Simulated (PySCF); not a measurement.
PySCF input for C2H7FOSi, SMILES C[Si@H](F)CO, PBE0/pcSseg-1. The structure is a stationary point at PBE0-D3(BJ)/def2-SVP. The structure was generated by enumeration; whether it is a known compound was not checked. One conformer was computed; it need not be the lowest.

```python
import numpy as np
from pyscf import gto, scf, dft
from pyscf.prop.nmr import rks as nmr

mol = gto.M(
    atom='''
    C     1.79751578   -1.06751999   -0.43846281
    Si    0.49939074    0.23083713   -0.11419422
    F     0.62948047    0.69368729    1.44612723
    C    -1.22248998   -0.47812682   -0.39104037
    O    -2.17083140    0.55739784   -0.31979780
    H     1.80050591   -1.36604210   -1.49879738
    H     2.80014365   -0.68580045   -0.19232741
    H     1.61920587   -1.96731978    0.17091308
    H     0.70086385    1.44731580   -0.94944378
    H    -1.38840668   -1.27058004    0.36932084
    H    -1.22222606   -0.99508564   -1.37564432
    H    -3.05038493    0.17730496   -0.40504574
    ''',
    basis='pcSseg-1',
    charge=0,
    spin=0,
    max_memory=1600,
    verbose=3,
)
mf = dft.RKS(mol, xc='pbe0')
mf.grids.level = 3
mf.conv_tol = 1e-10
mf.max_cycle = 100
mf.kernel()
n = nmr.NMR(mf)
n.verbose = 2
n.max_cycle_cphf = 60
sigma = n.kernel()
print('atom   isotropic/ppm   span/ppm')
for i, s in enumerate(sigma):
    w = np.linalg.eigvalsh((s + s.T) / 2)
    print(f'{mol.atom_symbol(i):2s}{i + 1:3d} {w.mean():14.3f} {w[2] - w[0]:11.3f}')
```

Log of the run:

```
converged SCF energy = -544.611913946146
atom   isotropic/ppm   span/ppm
C   1        187.999      17.262
Si  2        327.030      86.152
F   3        378.510      28.414
C   4        126.927      70.678
O   5        337.538     103.261
H   6         31.519      11.207
H   7         30.750      11.276
H   8         31.027      10.307
H   9         26.003       6.771
H  10         27.588       8.153
H  11         28.088       9.278
H  12         31.307      24.292
```

The run converged.

Cost: roughly 50 core-seconds.
